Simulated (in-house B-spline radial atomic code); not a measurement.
Sb II (Sb+): [He] 2s1 2p6 3s2 3p6 3d10 4s2 4p6 4d10 5s2 5p3 (with a hole in an inner shell)

Method: Dirac-Kohn-Sham PBE, spherical fractional occupations, Fermi nucleus of rms radius 4.6802 fm. Calculated with an all-electron radial atomic-structure program (B-spline basis).

Effective charges: Z_r = [3n² - l(l+1)]/(2<r>) from the radius, Z_e = n√(-2ε) from the energy, and Slater's rules. Values are occupation-weighted means over j. An effective charge above Z reflects the relativistic contraction of the inner shells.

```
shell  electrons   ε (eV)  <r> (bohr)    Z_r    Z_e  Slater
   1s          2   -30471     0.02841  52.80  47.32   50.70
   2s          1  -4726.7      0.1216  49.34  37.28   47.20
   2p          6  -4271.8      0.1062  47.07  35.44   47.20
   3s          2   -953.8      0.3259  41.42  25.12   40.60
   3p          6  -802.73      0.3228  38.72  23.04   40.60
   3d         10  -571.06      0.2973  35.32  19.44   30.85
   4s          2  -169.76      0.7732  31.04  14.13   24.25
   4p          6  -122.11      0.8268  27.82  11.98   24.25
   4d         10   -51.36      0.9682  21.69   7.77   12.85
   5s          2  -23.091       2.054  18.26   6.51    7.30
   5p          3   -13.66       2.494  14.64   5.01    7.30
```

The least bound orbital is 5p3/2 at -13.37 eV, and it is also the most diffuse (<r> = 2.525 bohr). The part-filled 2s shell lies below the filled 5s shell in orbital energy.

Spin-orbit splittings of the orbital energies (j = l + 1/2 above j = l - 1/2 when positive): 2p 255.4 eV, 3p 48.39 eV, 3d 10.45 eV, 4p 9.203 eV, 4d 1.442 eV, 5p 0.8817 eV.

For the 1s electron the small component carries 3.52 % of the norm, the zero-frequency Breit interaction raises the level by 70.62 eV, self-energy by 41.12 eV, and vacuum polarisation lowers it by 5.499 eV.
